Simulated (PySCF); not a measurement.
CuF (SMILES [F][Cu]), singlet, at a GFN2-xTB geometry (such geometries of metal compounds can be far from the true shape); PBE0/cc-pVDZ run with PySCF.

The PySCF input:
```python
from pyscf import gto, scf, dft

mol = gto.M(
    atom='''
Cu   -0.000000   -0.000000   -0.406158
F     0.000000    0.000000    1.308730
''',
    basis='cc-pvdz',
    charge=0,
    spin=0,
    verbose=4,
)

mf = dft.RKS(mol)
mf.xc = 'pbe0'
mf.grids.atom_grid = (99, 590)
mf.grids.prune = None
mf.kernel()
```

The log (banner, timings and long lists left out):

```
PySCF version 2.14.0

[INPUT] verbose = 4
[INPUT] num. atoms = 2
[INPUT] num. electrons = 38
[INPUT] charge = 0
[INPUT] spin (= nelec alpha-beta = 2S) = 0
[INPUT] symmetry False subgroup None
[INPUT] Mole.unit = angstrom
[INPUT] Symbol           X                Y                Z      unit          X                Y                Z       unit  Magmom
[INPUT]  1 Cu     0.000000000000   0.000000000000  -0.406158000000 AA    0.000000000000   0.000000000000  -0.767527383301 Bohr   0.0
[INPUT]  2 F      0.000000000000   0.000000000000   1.308730000000 AA    0.000000000000   0.000000000000   2.473141271002 Bohr   0.0

nuclear repulsion = 80.5389343503016
number of shells = 12
number of NR pGTOs = 148
number of NR cGTOs = 57
basis = cc-pvdz
ecp = {}

******** <class 'pyscf.dft.rks.RKS'> ********
method = RKS
initial guess = minao
damping factor = 0
level_shift factor = 0
DIIS = <class 'pyscf.scf.diis.CDIIS'>
diis_start_cycle = 1
diis_space = 8
diis_damp = 0
SCF conv_tol = 1e-09
SCF conv_tol_grad = None
SCF max_cycles = 50
direct_scf = True
direct_scf_tol = 1e-13
XC library pyscf.dft.libxc version 7.1.2
    S. Lehtola, C. Steigemann, M. J. T. Oliveira, and M. A. L. Marques,  SoftwareX 7, 1–5 (2018)
XC functionals = pbe0
    C. Adamo and V. Barone,  J. Chem. Phys. 110, 6158 (1999)
    M. Ernzerhof and G. E. Scuseria,  J. Chem. Phys. 110, 5029 (1999)
radial grids:
    Treutler-Ahlrichs [JCP 102, 346 (1995); DOI:10.1063/1.469408] (M4) radial grids

becke partition: Becke, JCP 88, 2547 (1988); DOI:10.1063/1.454033
pruning grids: None
grids dens level: 3
symmetrized grids: False
atomic radii adjust function: <function treutler_atomic_radii_adjust>
User specified grid scheme (99, 590)
small_rho_cutoff = 0
Set gradient conv threshold to 3.16228e-05
Initial guess from minao.
tot grids = 116824
init E= -1739.64291652561
  HOMO = -0.106865161282575  LUMO = -0.0686895717092071  gap/eV = 1.03881
cycle= 1 E= -1738.89509175808  delta_E= 0.748  |g|= 3.35  |ddm|= 2.04

WARN: HOMO -0.232196564143468 == LUMO -0.232196564143461

cycle= 2 E= -1732.804990585  delta_E= 6.09  |g|=  7.3  |ddm|=  4.4
  HOMO = -0.465798036549468  LUMO = -0.182800637681939  gap/eV = 7.70075
cycle= 3 E= -1739.62264848177  delta_E= -6.82  |g|= 1.92  |ddm|= 3.27
  HOMO = -0.219407892868949  LUMO = -0.128291230572781  gap/eV = 2.47941
cycle= 4 E= -1739.88879178571  delta_E= -0.266  |g|=    1  |ddm|=  1.4
  HOMO = -0.275116113910575  LUMO = -0.118213829832951  gap/eV = 4.26953
cycle= 5 E= -1740.05823587593  delta_E= -0.169  |g|= 0.118  |ddm|= 0.515
  HOMO = -0.264198765490782  LUMO = -0.104718916544178  gap/eV = 4.33967
cycle= 6 E= -1740.05987317082  delta_E= -0.00164  |g|= 0.0159  |ddm|= 0.0768
  HOMO = -0.264920280427543  LUMO = -0.104365457686237  gap/eV = 4.36892
cycle= 7 E= -1740.05992111602  delta_E= -4.79e-05  |g|= 0.00307  |ddm|= 0.0177
  HOMO = -0.265320847298427  LUMO = -0.104353291069059  gap/eV = 4.38015
cycle= 8 E= -1740.05992741735  delta_E= -6.3e-06  |g|= 0.00317  |ddm|= 0.00871
  HOMO = -0.265073931649324  LUMO = -0.104276547315994  gap/eV = 4.37552
cycle= 9 E= -1740.0599288936  delta_E= -1.48e-06  |g|= 0.00143  |ddm|= 0.00408
  HOMO = -0.264946054109132  LUMO = -0.104218310065416  gap/eV = 4.37362
cycle= 10 E= -1740.0599291061  delta_E= -2.13e-07  |g|= 0.000333  |ddm|= 0.000914
  HOMO = -0.26490898501222  LUMO = -0.104208942625726  gap/eV = 4.37287
cycle= 11 E= -1740.05992911768  delta_E= -1.16e-08  |g|= 2.23e-05  |ddm|= 0.000275
  HOMO = -0.264907122985503  LUMO = -0.104208997714088  gap/eV = 4.37282
cycle= 12 E= -1740.05992911776  delta_E= -7.98e-11  |g|= 2.12e-06  |ddm|= 1.67e-05
  HOMO = -0.264907750752331  LUMO = -0.10420922454288  gap/eV = 4.37283
Extra cycle  E= -1740.05992911776  delta_E= 2.05e-12  |g|= 6.5e-06  |ddm|= 4.1e-06
converged SCF energy = -1740.05992911776
```
